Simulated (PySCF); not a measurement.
Cost against size for one kind of job: GIAO PBE0/pcSseg-1 NMR shielding, non-relativistic, gas phase (PySCF); work: shieldings, ring-centre shieldings, charges and field gradients. Hardware: one thread of an x86-64 server, on a shared host. Other jobs ran on the host; a repeat could differ by tens of per cent or more.

| species (SMILES) | atoms | electrons | basis functions | SCF cycles | wall time |
| --- | --- | --- | --- | --- | --- |
| O=C1OC(=O)C1C(F)F | 11 | 68 | 163 | 15 | ? |
| O=C1C=COC(F)(F)O1 | 11 | 68 | 163 | 15 | 27 s |
| O=c1occ(C(F)F)o1 | 11 | 68 | 163 | 14 | 30 s |
| C=C(C)P1CCC=C1C | 22 | 76 | 225 | 14 | ? |
| C=CC1=C(C)CP(C)C1 | 22 | 76 | 225 | 14 | ? |
| CC[C@@H]1[C@H](C)C[P@@]1(C)=N | 25 | 80 | 240 | 14 | 54 s |

Estimate the withheld figures.

`O=C1OC(=O)C1C(F)F`: 32 s; `C=C(C)P1CCC=C1C`: 46 s; `C=CC1=C(C)CP(C)C1`: 33 s.

Which species took longest, and how many times the shortest run?

`CC[C@@H]1[C@H](C)C[P@@]1(C)=N`, at 54 s: about 2 times the shortest (27 s).
